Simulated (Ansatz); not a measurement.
Z-matrix (Å, degrees):
```
Al
Se 1 2.603
C 1 1.961 2 50.1
H 1 1.585 2 108.5 3 110.5
H 1 1.585 2 110.1 3 -111.0
Si 2 2.289 1 98.4 3 91.9
H 3 1.088 1 123.2 2 -106.8
H 3 1.088 1 120.9 2 102.7
H 6 1.482 2 106.8 1 113.3
H 6 1.485 2 108.8 1 -127.6
H 6 1.482 2 109.3 1 -7.6
```

The species carries charge 0 and has multiplicity 1. The bonds changed during the relaxation, so this is another structure than the one it started from.

Question: List the PBE/def2-TZVPP orbital energies in eV (Ansatz). (An estimate is asked.)

Answer: Computed: Occupied: -12302.87, -1780.42, -1562.83, -1505.97, -1403.61, -1403.58, -1403.54, -269.49, -205.81, -151.13, -151.03, -150.91, -138.15, -106.27, -94.93, -94.85, -94.84, -68.36, -68.16, -68.14, -54.22, -54.21, -54.11, -54.04, -54.02, -18.96, -15.69, -13.41, -10.63, -10.53, -9.28, -8.95, -8.67, -7.91, -7.21, -6.83, -6.00. Lowest empty: -1.54, -1.40, -0.85, -0.04, 0.08, 0.30, 0.72, 0.99.
